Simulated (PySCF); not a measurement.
How methods differ on the excitation energy of As⁺

As⁺ [Ar] 3d10 4s2 4p2 (3P) → As⁺ [Ar] 3d10 4s2 4p1 5s1 (3P), as a difference of total energies. Computed with PySCF 2.14 in aug-cc-pwCVTZ-PP with ECP10MDF (8s7p6d4f1g, 96 functions), with a scalar-relativistic core potential. Correlated levels: valence: 3s2 3p6 3d10 frozen. The calculations carry no spin-orbit coupling.

```
           method  excitation energy (eV)
              UHF                   9.543
    MP2 (valence)                   9.650
SCS-MP2 (valence)                   9.638
   CCSD (valence)                   9.646
CCSD(T) (valence)                   9.646
```

**Question.** How much does correlation contribute at CCSD(T) (valence)?

**Answer.** 9.646 − (9.543) = 0.103 eV, measured against UHF.

The promoted electron is Rydberg-like, and one or two diffuse shells describe it only roughly, which tends to raise the upper state.
